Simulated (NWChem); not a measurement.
System meant: C2H3F2, doublet; SMILES C[C](F)F

Here is an NWChem input.

```
start job
memory heap 200 mb stack 900 mb global 1100 mb
geometry units angstroms noautoz
  C      0.039625     1.391801     0.000000
  C     -0.292284    -0.052668     0.000000
  F      0.071800    -0.721596    -1.087169
  F      0.071800    -0.721596     1.087169
  H      1.136122     1.538731     0.000000
  H     -0.376416     1.874213    -0.894206
  H     -0.376416     1.874213     0.894206
end
basis spherical
  * library def2-svp
end
dft
  odft
  mult 3
  xc b3lyp
  iterations 150
  mulliken
end
task dft energy
```

End of the output:

```
 Summary of "ao basis" -> "" (spherical)
 ------------------------------------------------------------------------------
       Tag                 Description            Shells   Functions and Types
 ---------------- ------------------------------  ------  ---------------------
 *                          def2-svp                  on all atoms

                                 NWChem DFT Module
                                 -----------------

 Summary of "ao basis" -> "ao basis" (spherical)
 ------------------------------------------------------------------------------
       Tag                 Description            Shells   Functions and Types
 ---------------- ------------------------------  ------  ---------------------
 C                          def2-svp                 6       14   3s2p1d
 F                          def2-svp                 6       14   3s2p1d
 H                          def2-svp                 3        5   2s1p

 Summary of "ao basis" -> "ao basis" (spherical)
 ------------------------------------------------------------------------------
       Tag                 Description            Shells   Functions and Types
 ---------------- ------------------------------  ------  ---------------------
 C                          def2-svp                 6       14   3s2p1d
 F                          def2-svp                 6       14   3s2p1d
 H                          def2-svp                 3        5   2s1p

      Symmetry analysis of basis
      --------------------------

        a'         43
        a"         28

  number of electrons :                   33
  multiplicity        :                    3
 ------------------------------------------------------------------------
  no. of electrons and multiplicity not compatible                  33
 ------------------------------------------------------------------------
 ------------------------------------------------------------------------
  current input line :
    22: task dft energy
 ------------------------------------------------------------------------
 ------------------------------------------------------------------------
 There is an error in the input file
 ------------------------------------------------------------------------
 For more information see the NWChem manual at https://nwchemgit.github.io

0: no. of electrons and multiplicity not compatible:Received an Error in Communication
```

Q: Find the fault in this run and fix the input.

A: The input was rejected before any calculation. Cause: the multiplicity doesn't fit the number of electrons (an even count wants an odd multiplicity, and the reverse). This input runs:
```
start job
memory heap 200 mb stack 900 mb global 1100 mb
geometry units angstroms noautoz
  C      0.039625     1.391801     0.000000
  C     -0.292284    -0.052668     0.000000
  F      0.071800    -0.721596    -1.087169
  F      0.071800    -0.721596     1.087169
  H      1.136122     1.538731     0.000000
  H     -0.376416     1.874213    -0.894206
  H     -0.376416     1.874213     0.894206
end
basis spherical
  C library def2-svp
  F library def2-svp
  H library def2-svp
end
dft
  odft
  mult 2
  xc b3lyp
  iterations 150
  mulliken
end
task dft energy
```
It converges to -277.43102 Ha (B3LYP/def2-SVP, spin-unrestricted).
